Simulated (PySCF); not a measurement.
## Highest orbital energy against ionisation energy along the 4p block

Calculated with PySCF 2.14, no spin-orbit coupling. Each cell gives −ε(HOMO) / ΔSCF in eV; NIST values include spin-orbit coupling, (s) semi-empirical, (t) theoretical.

```csv
species,UHF,LDA,PBE,PBE0,r2SCAN,NIST (lowest levels)
"Ga²⁺ (x2c-QZVPPall, spin-free X2C)",29.748 / 29.633,27.024 / 31.931,26.692 / 31.609,27.603 / 31.203,27.047 / 31.321,30.726
"Ge²⁺ (x2c-QZVPPall, spin-free X2C)",32.451 / 32.195,29.628 / 34.825,29.242 / 34.411,30.272 / 34.038,29.538 / 34.049,34.058
"As²⁺ (x2c-QZVPPall, spin-free X2C)",27.828 / 27.491,23.231 / 28.259,23.207 / 28.089,24.537 / 28.120,23.678 / 28.325,28.349 ± 0.012
"Se²⁺ (x2c-QZVPPall, spin-free X2C)",31.454 / 30.998,26.322 / 31.756,26.284 / 31.566,27.771 / 31.629,26.809 / 31.830,31.697 ± 0.019
"Br²⁺ (x2c-QZVPPall, spin-free X2C)",35.211 / 34.644,29.470 / 35.304,29.431 / 35.117,31.092 / 35.229,30.044 / 35.446,34.871 ± 0.019
"Kr²⁺ (x2c-QZVPPall, spin-free X2C)",35.157 / 34.333,29.999 / 35.843,29.872 / 35.524,31.477 / 35.542,30.321 / 35.623,35.838 ± 0.02
```

Q: How far is −ε(HOMO) from ΔSCF on average for each method, and why?

A: UHF 0.43 eV; LDA -5.37 eV; PBE -5.26 eV; PBE0 -3.83 eV; r2SCAN -4.86 eV. Hartree-Fock orbital energies lack relaxation and so exceed the ΔSCF value; semilocal functionals have convex E(N) from self-interaction, so their HOMO lies far too high; exact exchange moves hybrids part of the way back.
